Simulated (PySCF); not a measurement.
Predicted microwave data (PBE0-D3(BJ)/def2-SVP geometry optimisation, gas phase in PySCF 2.14.0) for one isomer of C7H7ClO:

| Quantity | Value |
| --- | --- |
| Rotational constants | A = 4639, B = 665.9, C = 590.3 MHz |
| Dipole components | \|μa\| = 0.79 D, \|μb\| = 0.86 D, \|μc\| = 0.80 D |
| Inertial defect | -11.72 u·Å² |
| κ | -0.96 |

Question: Which candidate fits, each taken in the one conformer that was computed?
A. `[CH3:1][O:2][c:3]1[cH:4][cH:5][cH:6][c:7]([Cl:8])[cH:9]1` with C1–O2–C3–C4 180° (3-chloroanisole)
B. `[CH3:1][O:2][c:3]1[cH:4][cH:5][c:6]([Cl:7])[cH:8][cH:9]1` with C1–O2–C3–C4 180°
C. `[OH:1][CH2:2][c:3]1[cH:4][cH:5][c:6]([Cl:7])[cH:8][cH:9]1` with H–O1–C2–C3 -58°, O1–C2–C3–C4 153° (4-chlorobenzyl alcohol)

Answer: C. It is OCc1ccc(Cl)cc1, a near-prolate asymmetric top, point group C1. The candidates at the same level (rigid rotor, commonest isotopes):

| SMILES | A (MHz) | B (MHz) | C (MHz) | μa (D) | μb (D) | μc (D) | Δ (u·Å²) | point group | rotor |
| --- | --- | --- | --- | --- | --- | --- | --- | --- | --- |
| COc1ccc(Cl)cc1 | 4869 | 687.2 | 604.6 | 2.45 | 1.00 | 0.00 | -3.25 | Cs | near-prolate asymmetric top |
| OCc1ccc(Cl)cc1 | 4639 | 665.9 | 590.3 | 0.79 | 0.86 | 0.80 | -11.72 | C1 | near-prolate asymmetric top |
| COc1cccc(Cl)c1 | 2283 | 967.6 | 682.5 | 1.43 | 0.55 | 0.00 | -3.25 | Cs | asymmetric top |

`COc1ccc(Cl)cc1` has A 5 % too high; `COc1cccc(Cl)c1` has A 51 % too low. No structure here is proved a minimum.
